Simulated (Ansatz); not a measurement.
`[OH][SbH][SiH2][SeH]` + `C=N` → `C=[N][SbH][OH]` + `[SiH3][SeH]`  (cleavage of the Sb–Si bond)

Calculated with Ansatz (gas phase, PBE0-D4/def2-TZVP geometries, no zero-point term in ΔE). CCSD(T)/CBS adds triple-zeta CCSD(T) − MP2 to the extrapolated MP2 energy (def2 sets, frozen cores). This one scheme is used for every species. DFT in def2-TZVPP. Elements past krypton have def2 core potentials. For Sb, Se outer-core shells are correlated without core-valence functions, which leaves a few kJ/mol of doubt a bond. Scalar relativity is left out up to krypton. One conformer a species, not always the lowest.

Problem. Is it downhill or uphill in electronic energy at CCSD(T)/CBS, and by how much? (Estimate.)

Solution. The calculation gave: Uphill: ΔE = +29.7 kJ/mol.

Problem. What do these levels give: PBE, PBE0, r2SCAN0, BHLYP, HF/def2-TZVPP, MP2/def2-TZVPP? (An estimate is asked.)

Solution. Ansatz gave: PBE 32.8, PBE0 35.3, r2SCAN0 32.1, BHLYP 21.5, HF/def2-TZVPP 13.8, MP2/def2-TZVPP 24.9 kJ/mol.

Largest T1 diagnostic among the species: 0.015.

Leaving LDA and LC-ωPBE aside and taking each functional with its dispersion term where it has one, the values, not all of them listed here, spread over 17.9 kJ/mol, from B2PLYP to HSE06-D4. LDA lies +6.9 kJ/mol from PBE without D4. The D4 term adds +6.6 kJ/mol with B3LYP and +3.8 kJ/mol with PBE0; it sums over pairs of atoms, weighted by their polarisabilities, and B3LYP, whose exchange is more repulsive, gets the larger term. In def2-TZVPP, CCSD(T) changes the Hartree–Fock value by +11.8 kJ/mol (the triples alone add +0.8 kJ/mol) and MP2 by +11.1 kJ/mol.

B3LYP here is the variant with VWN-RPA as its local correlation; programs differ in this.
